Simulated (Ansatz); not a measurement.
Program: Ansatz. Geometries: PBE0-D4/def2-TZVP. ΔE: electronic, gas phase. CCSD(T)/CBS is the MP2 limit (def2-TZVPP, def2-QZVPP) plus CCSD(T) − MP2 in def2-TZVPP, frozen cores. This one scheme is used for every species. DFT in def2-TZVPP. For Se, Ti outer-core shells are correlated without core-valence functions, which leaves a few kJ/mol of doubt a bond. Scalar relativity is left out up to krypton. Each species was taken in one conformer, which may not be the lowest.

Reaction (redistribution): `C[Se][Ti]([F])([N](C)C)[N](C)C` + `C[N](C)[AlH2]` → `C[N](C)[Ti]([F])([N](C)C)[N](C)C` + `C[Se][AlH2]`

```json
{"species": "`C[Se][Ti]([F])([N](C)C)[N](C)C`", "ωB97M-V energy (Eh)": "-3659.87181"}
{"species": "`C[N](C)[AlH2]`", "ωB97M-V energy (Eh)": "-378.17538"}
{"species": "`C[N](C)[Ti]([F])([N](C)C)[N](C)C`", "ωB97M-V energy (Eh)": "-1353.08784"}
{"species": "`C[Se][AlH2]`", "ωB97M-V energy (Eh)": "-2684.95626"}
```

(1) Work out ΔE.

Largest T1 diagnostic among the species: 0.022, so the coupled-cluster value is less sure than usual.

Results:

(1) ΔE = (-1353.08784) + (-2684.95626) − (-3659.87181) − (-378.17538) = 0.00309 Eh = +8.1 kJ/mol. CCSD(T)/CBS gives +8.3 kJ/mol.

From BLYP to BHLYP (50 % exact exchange), in def2-TZVPP and without D4, ΔE moves by −3.0 kJ/mol. At CCSD(T), def2-SVP lies −3.4 kJ/mol from the extrapolated value and def2-TZVPP +1.7 kJ/mol.
